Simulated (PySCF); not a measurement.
Species: 3-cyclohexen-1-ol, C6H10O.
Numbering: `[OH:1][C@H:2]1[CH2:3][CH:4]=[CH:5][CH2:6][CH2:7]1` (hydrogens: H8 on O1; H9 on C2; H10, H11 on C3; H12 on C4; H13 on C5; H14, H15 on C6; H16, H17 on C7)

The same species was optimised twice, with GFN2-xTB and with PBE0-D3(BJ)/def2-SVP (PySCF), and the same property calculations (PySCF, gas phase) were run on both structures.

```tsv
coordinate	GFN2-xTB	PBE0-D3(BJ)/def2-SVP	change
C4=C5 (Å)	1.322	1.338	+0.016
C2–C7 (Å)	1.531	1.524	-0.007
C2–C3 (Å)	1.532	1.526	-0.006
O1–C2 (Å)	1.411	1.405	-0.006
C5–C6 (Å)	1.498	1.500	+0.002
C3–C4 (Å)	1.498	1.500	+0.002
C6–C7 (Å)	1.526	1.525	-0.001
C2–C7–C6 (°)	109.8	111.5	+1.7
C3–C2–C7 (°)	109.3	110.4	+1.1
C5–C6–C7 (°)	111.1	112.0	+0.9
C2–C3–C4 (°)	111.8	112.6	+0.8
C3–C4–C5 (°)	123.8	123.3	-0.5
O1–C2–C7 (°)	112.3	112.6	+0.3
C4–C5–C6 (°)	123.3	123.2	-0.1
O1–C2–C3 (°)	111.9	112.0	+0.1
```

Rotational constants: A = 4631, B = 2371, C = 1687 MHz (GFN2-xTB) against A = 4603, B = 2362, C = 1673 MHz (PBE0-D3(BJ)/def2-SVP). Point groups within 0.08 Å: C1 and C1.

On the GFN2-xTB structure: lowest triplet, Tamm–Dancoff (eV) 4.39 [PBE0/def2-SVPD]; isotropic polarisability (au) 72.7 [PBE0/def2-SVPD]; HOMO (eV) -7.14 [PBE0/def2-SVPD]; LUMO (eV) 0.35 [PBE0/def2-SVPD]; dipole (D) 1.61 [PBE0/def2-SVPD]; HOMO (eV) -7.13 [PBE0/pcSseg-1]; LUMO (eV) 0.52 [PBE0/pcSseg-1]; dipole (D) 1.52 [PBE0/pcSseg-1]; GIAO shielding of O1 (ppm) 262.4 [PBE0/pcSseg-1]; GIAO shielding of C2 (ppm) 114.8 [PBE0/pcSseg-1]; GIAO shielding of C3 (ppm) 145.4 [PBE0/pcSseg-1]; GIAO shielding of C4 (ppm) 53.7 [PBE0/pcSseg-1]; GIAO shielding of C5 (ppm) 52.0 [PBE0/pcSseg-1]; GIAO shielding of C6 (ppm) 156.2 [PBE0/pcSseg-1]; GIAO shielding of C7 (ppm) 149.6 [PBE0/pcSseg-1].

Task: What do these properties become on the PBE0-D3(BJ)/def2-SVP structure?

Result: 
| property | level | on GFN2-xTB | on PBE0-D3(BJ)/def2-SVP | change |
| --- | --- | --- | --- | --- |
| lowest triplet, Tamm–Dancoff (eV) | PBE0/def2-SVPD | 4.39 | 4.25 | -0.14 |
| isotropic polarisability (au) | PBE0/def2-SVPD | 72.7 | 73.8 | +1.1 |
| HOMO (eV) | PBE0/def2-SVPD | -7.14 | -7.08 | +0.06 |
| LUMO (eV) | PBE0/def2-SVPD | 0.35 | 0.28 | -0.07 |
| dipole (D) | PBE0/def2-SVPD | 1.61 | 1.60 | -0.01 |
| energy, GFN2-xTB geometry as zero (kcal/mol) | PBE0/def2-SVPD | 0.0 | -0.8 | -0.8 |
| HOMO (eV) | PBE0/pcSseg-1 | -7.13 | -7.07 | +0.06 |
| LUMO (eV) | PBE0/pcSseg-1 | 0.52 | 0.43 | -0.09 |
| dipole (D) | PBE0/pcSseg-1 | 1.52 | 1.51 | -0.01 |
| energy, GFN2-xTB geometry as zero (kcal/mol) | PBE0/pcSseg-1 | 0.0 | -0.5 | -0.5 |
| GIAO shielding of O1 (ppm) | PBE0/pcSseg-1 | 262.4 | 262.7 | +0.3 |
| GIAO shielding of C2 (ppm) | PBE0/pcSseg-1 | 114.8 | 116.4 | +1.6 |
| GIAO shielding of C3 (ppm) | PBE0/pcSseg-1 | 145.4 | 144.5 | -0.9 |
| GIAO shielding of C4 (ppm) | PBE0/pcSseg-1 | 53.7 | 50.5 | -3.2 |
| GIAO shielding of C5 (ppm) | PBE0/pcSseg-1 | 52.0 | 48.5 | -3.5 |
| GIAO shielding of C6 (ppm) | PBE0/pcSseg-1 | 156.2 | 155.4 | -0.8 |
| GIAO shielding of C7 (ppm) | PBE0/pcSseg-1 | 149.6 | 148.9 | -0.7 |

The heavy atoms differ by 0.019 Å rms after alignment. Among bonds between heavy atoms C4=C5 changes most (+0.016 Å). Changes are differences of the printed values. Neither structure is proved a minimum here.
